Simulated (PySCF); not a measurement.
## C₆ coefficients of unlike pairs at BHandHLYP

Calculated with PySCF 2.14 from the dipole response of each species, C₆(A,B) = (3/π) ∫ α_A(iu) α_B(iu) du, in atomic units, from isotropic polarisabilities. For ions this is the dispersion term alone; charge-induced terms of lower order in 1/R come first.

| species | configuration | basis | relativity | α (bohr³) | C₆ (like pair) |
| --- | --- | --- | --- | --- | --- |
| Ar | [Ar] (1S) | aug-cc-pVQZ-DK (7s6p4d3f2g) | spin-free X2C | 11.12 | 64.69 |
| Pb | [Xe] 4f14 5d10 6s2 6p2 (3P) | aug-cc-pVDZ-PP with ECP60MDF (5s4p3d) | core potential | 60.82 | 672.7 |
| Ar⁺ | [Ne] 3s2 3p5 (2P) | aug-cc-pVQZ-DK (7s6p4d3f2g) | spin-free X2C | 6.854 | 30.87 |
| As⁺ | [Ar] 3d10 4s2 4p2 (3P) | aug-cc-pVQZ-DK (8s7p5d3f2g) | spin-free X2C | 16.45 | 98.93 |

(1) Estimate C₆ for As⁺ with Ar.

No spin-orbit coupling is included, so Pb, close to jj coupling, stand for model states.

The other pairs:

```json
{"pair": "Pb, Ar", "C₆": "187.7"}
{"pair": "Ar⁺, Pb", "C₆": "123.6"}
{"pair": "As⁺, Pb", "C₆": "246.8"}
{"pair": "Ar⁺, Ar", "C₆": "44.47"}
{"pair": "As⁺, Ar⁺", "C₆": "53.31"}
```

Results:

(1) The integral gives 78.83. The combination rule 2 C_A C_B / (C_A α_B/α_A + C_B α_A/α_B) gives 78.73 and the geometric mean 80.00.
